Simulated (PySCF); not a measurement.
A structure optimised at B3LYP-D3(BJ)/def2-SVP, used in a PySCF frequency run:

```xyz
13

Si     1.2617     0.3643     0.1211
F      2.5495    -0.6065     0.2646
F      1.6600     1.3540    -1.0977
N     -0.1450    -0.5280    -0.2452
Si    -1.6784    -0.5852     0.6171
C     -3.0743     0.1525    -0.3980
H      1.0841     1.1454     1.3543
H     -0.0918    -1.1054    -1.0845
H     -2.0096    -2.0004     0.9579
H     -1.4708     0.1896     1.8723
H     -4.0266     0.1073     0.1558
H     -3.2093    -0.3976    -1.3438
H     -2.8650     1.2058    -0.6435
```

Task: Write its SMILES and formula.

Result: C[SiH2]N[SiH](F)F, CH₇F₂NSi₂

Task: What are its rotational constants (standard atomic weights)?

Result: 4.7714, 1.0499, 0.91718 GHz
